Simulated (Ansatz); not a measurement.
Total energies of Al₇P₈H₂₂⁺, a nanocrystal cut from wurtzite AlP (hydrogen-capped) from Ansatz at PBE-D4/def2-TZVP, gas phase (1 Eh = 27.2114 eV = 2625.5 kJ/mol). The reference geometry is relaxed at PBE-D4/def2-SVP.

```xyz
37

Al    0.3618   -4.1681   -1.5732
P     1.2749   -2.5430   -3.1555
P     0.1806   -2.7155    0.3800
Al    1.6422   -0.8653    0.8050
Al    0.1998   -0.3965   -3.0467
P     1.3052    0.5503   -1.1406
P     0.7721    0.4683    2.5951
Al    1.6363    2.6726    3.1878
Al    0.8111    2.8684   -0.7752
P     2.3818    3.3818    0.9696
Al   -2.1227   -2.2907   -0.0121
P    -1.9507   -1.0124   -2.0842
P    -2.7850   -0.5923    1.5970
Al   -1.4626    1.2592    2.4549
P    -1.2558    2.7099    0.5031
H     1.2635   -5.4629   -1.3867
H    -1.1660   -4.1252   -2.1121
H     2.6830   -2.3089   -3.0916
H     1.1742   -3.0476   -4.4887
H     0.2298   -3.5683    1.5290
H     3.1761   -1.2614    0.9653
H     0.0807    0.5072   -4.3480
H     2.6350    0.6689   -1.6691
H     0.8311   -0.3269    3.7842
H     2.7819    2.6893    4.2886
H     0.2609    3.5292    3.2128
H     0.6996    3.8043   -2.0543
H     3.6566    2.9009    0.5391
H     2.6399    4.7874    0.9654
H    -3.1792   -3.4743   -0.0410
H    -2.7418   -1.6531   -3.0859
H    -2.7005    0.2020   -1.9674
H    -3.0361   -1.3647    2.7763
H    -4.1308   -0.1705    1.3496
H    -2.1761    1.9210    3.7081
H    -2.2880    2.4024   -0.4405
H    -1.6828    4.0246    0.8620
```

```
           state   geometry  energy (Eh)
charge 1 singlet  reference  -4439.14561
charge 2 doublet  reference  -4438.74136
charge 0 doublet  reference  -4439.28850
```

Single mean-field runs in def2-TZVP are fitted with def2-universal-jkfit.

(1) Work out the vertical ionisation energy to the doublet.

(2) Work out the vertical electron affinity, to the doublet.

(3) Give the fundamental gap IE − EA, the Mulliken electronegativity (IE + EA)/2 and the hardness (IE − EA)/2.

(1) E(charge 2 doublet) − E(charge 1 singlet) = -4438.74136 − (-4439.14561) = 0.40425 Eh = 11.00 eV. For comparison, −ε of the highest occupied level is 9.29 eV at this level, 1.71 eV less.

(2) E(charge 1 singlet) − E(charge 0 doublet) = -4439.14561 − (-4439.28850) = 0.14289 Eh = 3.89 eV.

(3) From the values in Eh: IE − EA = 0.40425 − 0.14289 = 0.26136 Eh = 7.11 eV; (IE + EA)/2 = 7.44 eV; (IE − EA)/2 = 3.56 eV. The HOMO–LUMO gap of the same run is 3.90 eV, 3.21 eV smaller than the fundamental gap.

At PBE-D4/def2-TZVP the gap within one spin of the charge 2 doublet nearly closes, so an electron or hole may be smeared out by delocalisation error.
